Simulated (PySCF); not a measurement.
Cl3FTi, SMILES [Cl][Ti]([F])([Cl])[Cl], multiplicity 1.

Geometry optimised at ωB97X-D3(BJ)/def2-SVP. The multiplicity is an assumed one; other spin states were not compared.

Computed with TDDFT-M06-2X/def2-SVPD in PySCF.

Vertical excitations; the highest root listed may be one member of a degenerate set. Gas-phase values at a fixed geometry. State labels are in the subgroup Cs.

```
state  symmetry  energy (eV)  λ (nm)      f                                                                  main pairs
-----  --------  -----------  ------  -----  --------------------------------------------------------------------------
S1           A'         4.99     249  0.007                      HOMO→LUMO, HOMO−1→LUMO+1, HOMO−2→LUMO (degenerate set)
S2           A"         4.99     249  0.007                    HOMO→LUMO+1, HOMO−1→LUMO, HOMO−2→LUMO+1 (degenerate set)
S3           A"         5.07     245  0.000                                        HOMO−2→LUMO+1 47 %, HOMO−1→LUMO 47 %
S4           A'         5.26     236  0.022       HOMO−2→LUMO, HOMO−1→LUMO+1, HOMO→LUMO, HOMO−3→LUMO+1 (degenerate set)
S5           A"         5.26     236  0.022       HOMO−1→LUMO, HOMO−2→LUMO+1, HOMO→LUMO+1, HOMO−3→LUMO (degenerate set)
S6           A'         5.28     235  0.001                                        HOMO−1→LUMO+1 50 %, HOMO−2→LUMO 48 %
S7           A"         5.53     224  0.000                                                HOMO→LUMO+2 (degenerate set)
S8           A'         5.53     224  0.000                                                HOMO→LUMO+3 (degenerate set)
S9           A"         5.57     222  0.000   HOMO−6→LUMO 33 %, HOMO−7→LUMO+1 33 %, HOMO→LUMO+4 12 %, HOMO−5→LUMO+1 9 %
S10          A"         5.73     216  0.000  HOMO−4→LUMO 20 %, HOMO−5→LUMO+1 20 %, HOMO→LUMO+4 18 %, HOMO−7→LUMO+1 16 %
T1           A'         4.65     267      0                                                  HOMO→LUMO (degenerate set)
T2           A"         4.65     267      0                                                HOMO→LUMO+1 (degenerate set)
T3           A"         4.95     251      0                                        HOMO−1→LUMO 48 %, HOMO−2→LUMO+1 48 %
T4           A'         5.03     247      0                         HOMO−1→LUMO+1 43 %, HOMO−2→LUMO 43 %, HOMO→LUMO 7 %
```
Triplets are in the Tamm–Dancoff approximation, which puts them higher than full response would, so one can lie above its singlet here.
